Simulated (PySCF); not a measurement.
## A small calculation by hand: oscillator strength and radiative lifetime

C2H6F2Si, SMILES F[SiH2][C@@H](C)F.

Geometry: PBE0-D3(BJ)/def2-SVP. The structure was generated by enumeration; whether it is a known compound was not checked. The values are those of a single conformer.

TDA-LC-ωPBE/def2-SVPD run with PySCF puts the first singlet state with f over 0.02 at 9.76 eV (vertical), with the transition dipole (-0.407, 0.515, -0.606) in atomic units.

Problem. Find the oscillator strength, the wavelength and the radiative lifetime that this transition would have in vacuum if emission retraced absorption.

Solution. 
|μ|² = 0.7981 au, so |μ| = 2.27 D. ΔE = 9.76/27.211 = 0.3587 hartree. f = (2/3) ΔE |μ|² = 0.191 (the program prints 0.191).
λ = 1239.84/9.76 = 127 nm; ν = 78720 cm⁻¹.
Einstein's coefficient A = 0.6670 ν² f s⁻¹ (ν in cm⁻¹) = 7.9e8 s⁻¹, so τ = 1/A = 1.3 ns. This state is S6; the lower singlets have f = 0.001, 0.016, 0.011, 0.010, 0.012. The figure is the radiative limit of this one transition; relaxation, internal conversion, crossing to triplets and a medium change what is measured.
